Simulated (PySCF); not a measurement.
Electron correlation in Tl (thallium, neutral)

[Xe] 4f14 5d10 6s2 7s1, 2S determinant (an excited configuration). All numbers are calculated (PySCF 2.14, scalar relativity by spin-free X2C-1e, in aug-cc-pwCVTZ-DK3). Frozen: [Xe] 4f14 5d10; 3 electrons correlated.

| level | correlation energy (mhartree) |
| --- | --- |
| CCSD | -33.01 |
| (T) | -0.46 |
| CCSD(T) | -33.47 |

Diagnostics: T1 = 0.013, D1 = 0.0310, largest double amplitude 0.060.

Problem. Is a single reference adequate?

Solution. Yes, within this model without spin-orbit coupling: T1 lies below 0.03 and no double amplitude reaches 0.07.
